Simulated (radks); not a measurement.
Q: Excited configurations of the molybdenum ion Mo18+: one electron is placed in a higher orbital outside [Ar] 3d5. The ground configuration is [Ar] 3d6. Method: scalar-relativistic Kohn-Sham, PBE, spin-polarised, spherical densities, finite nucleus; open shells are filled with parallel spins first (spin-orbit coupling, left out, can overturn this in heavy ions); Fermi nuclear charge, rms radius 4.4091 fm; computed with a radial shooting solver on a logarithmic mesh with Libxc functionals. Excitation = E - E(ground); binding = E(ion) - E, where the ion is the core of charge +19; n* = 19/sqrt(2 binding) in atomic units. These energies are relativistic, and a one-electron ion of charge +19 with no core already has n* below n in this formula (scalar-relativistic equation, point nucleus: 4s 3.992, 4p 3.995, 5s 4.992, 5p 4.995, 5d 4.998, 5f 4.999, 6s 5.992, 6p 5.995, 6f 5.998, 7s 6.991, 7p 6.995, 7d 6.997). The quantum defect is therefore taken as that value minus n*, so that it holds no relativistic shift of the bare ion.

outer orbital  excitation (eV)  binding (eV)     n*  quantum defect  eigenvalue (eV)  <r> (bohr)
4s                      290.19        468.10  3.239           0.753          -455.58      0.8434
4p                      325.75        432.55  3.370           0.626          -420.33      0.8638
5s                      485.15        273.15  4.241           0.751          -266.90       1.436
5p                      501.56        256.73  4.374           0.621          -250.64       1.479
5d                      525.95        232.34  4.598           0.400          -226.39       1.531
6s                      579.18        179.11  5.237           0.755          -175.25       2.183
6p                      588.06        170.23  5.371           0.623          -166.48       2.248
6f                      613.39        144.91  5.822           0.176          -141.23       2.368
7s                      631.67        126.62  6.228           0.763          -123.88       3.085
7p                      637.03        121.27  6.364           0.630          -118.62       3.171
7d                      645.00        113.29  6.584           0.413          -110.75       3.291

Estimate the row for 5f.

A: excitation (eV) 548.59; binding (eV) 209.70; n* 4.840; quantum defect 0.159; eigenvalue (eV) -203.69; <r> (bohr) 1.534. The Delta-SCF ionisation energy is 758.29 eV (NIST Atomic Spectra Database: 758 eV, theoretical). Self-interaction in the functional shifts the binding energies and quantum defects, so they are the method's values and not measured ones. Open shells are spherical and high-spin; term and fine-structure splittings are not resolved.
